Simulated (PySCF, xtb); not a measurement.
CHF2, SMILES F[CH]F, multiplicity 2.

Harmonic wavenumbers (cm⁻¹) from GFN2-xTB run with xtb 6.7.1 at its own minimum, in rising order: 467, 748, 1141, 1154, 1227, 3052.

What does PBE-D3(BJ)/def2-TZVP (PySCF) give at its own minimum? (Estimate from the structure and the level; the computed values follow.)

530, 961, 1136, 1141, 1279, 3023. Paired by order, the mean absolute difference is 63 cm⁻¹ and the zero-point energies are 11.1 and 11.5 kcal/mol.
